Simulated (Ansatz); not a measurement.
CH9FOSi3, SMILES C[SiH2]O[Si@H](F)[SiH3].

Coordinates come from a PBE0-D3(BJ)/def2-SVP optimisation. The structure was generated by enumeration; whether it is a known compound was not checked. Other conformers were not sampled.

Two levels are set side by side: PBE/def2-SVPD (Ansatz, a first-principles code) and CAM-B3LYP/def2-SVPD (Ansatz). Energy differences of separate SCF runs at the same geometry; the states with an electron removed or added have multiplicity 2 and 2. Differences are taken from unrounded values.

```json
[
 {"quantity": "vertical ionisation energy (eV)", "CAM-B3LYP": "10.11"},
 {"quantity": "vertical singlet–triplet gap (eV)", "CAM-B3LYP": "6.07"}
]
```

Task: What does PBE give, and how far is it from CAM-B3LYP? (The exact figures need the calculation; the answer reports its results.)

Result: 
| quantity | PBE | PBE minus CAM-B3LYP |
|---|---|---|
| vertical ionisation energy (eV) | 9.38 | -0.73 |
| vertical singlet–triplet gap (eV) | 5.41 | -0.66 |
